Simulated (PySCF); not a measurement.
**How methods differ on the ionisation energy of As²¹⁺**

As²¹⁺ [Ne] 3s2 (1S) → As²²⁺ [Ne] 3s1 (2S), as a difference of total energies. All numbers are calculated (PySCF 2.14, the spin-free X2C one-electron Hamiltonian (Gaussian nucleus), in an even-tempered Gaussian basis (18 s from 2.2 bohr⁻², ratio 2.5; 11 p from 2.9 bohr⁻², ratio 2.5; 5 d from 11 bohr⁻², ratio 2.7; 4 f from 17 bohr⁻², ratio 2.7)). Correlated levels: outer shells: 1s2 frozen; virtual orbitals above 40 to 60 times the deepest correlated orbital energy dropped. The calculations carry no spin-orbit coupling.

```csv
method,ionisation energy (eV)
UHF,907.14
LDA,910.39
PBE,911.07
PBE0,910.37
r2SCAN,907.74
B2PLYP,910.18
TPSSh,909.82
MP2 (outer shells),909.85
SCS-MP2 (outer shells),910.16
```

Question: How much does correlation contribute at MP2 (outer shells)?

Answer: 909.85 − (907.14) = 2.71 eV, measured against UHF.

Breit and QED terms and the two-electron picture change are absent.

For comparison: 911.7 ± 1.1 eV (semi-empirical (NIST evaluation); NIST Atomic Spectra Database, ionization energies).
